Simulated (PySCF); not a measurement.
**Spin states and ions at one geometry of [BiH3]2+**

PySCF 2.14.0, RKS B3LYP, Bi def2-SVP with ECP60, H def2-SVP; non-relativistic Hamiltonian with scalar-relativistic core potentials where named; density fitting; no spin-orbit coupling; singlets restricted, open shells unrestricted. The geometry is relaxed for charge +2, singlet, vacuum:

```xyz
4

Bi    0.0000    0.0000    0.0000
H     1.7842    0.0000    0.0000
H    -0.8921    1.5452    0.0000
H    -0.8921   -1.5452    0.0000
```

Energies count from the relaxed state; an electron taken off or put on is at rest in vacuum. Charges and spins are Mulliken's.

Q: Order these states by energy, lowest first.
A. charge +2, triplet, vacuum
B. charge +2, singlet, vacuum
C. charge +1, doublet, vacuum
D. charge +3, doublet, vacuum

A: C (-15.11 eV), B (0.00 eV), A (4.23 eV), D (26.51 eV).

Q: How do charge and spin on the first atom follow?

A: 
```tsv
state	spin squared	charge on Bi1 (e)	spin on Bi1 (e)	dipole about the centre of mass (D)
charge +2, singlet, vacuum	0.00	1.22	0.00	0.00
charge +2, triplet, vacuum	2.07	0.96	1.37	0.89
charge +3, doublet, vacuum	0.80	1.71	0.39	0.86
charge +1, doublet, vacuum	0.75	0.54	1.09	0.00
```

With an electron taken off (doublet) the charges change, summed by element, by Bi +0.49 e, H +0.51 e. The vertical ionisation energy is 26.51 eV, against −ε(HOMO) = 23.63 eV of the relaxed state. The level lies 2.9 eV too high, as is usual for semilocal functionals and global hybrids, which keep a self-interaction error.

With an electron put on (doublet) the charges change, summed by element, by Bi -0.68 e, H -0.32 e. The vertical electron affinity is 15.11 eV, against −ε(LUMO) = 17.86 eV of the relaxed state.

Open shells may have lower solutions than those found.
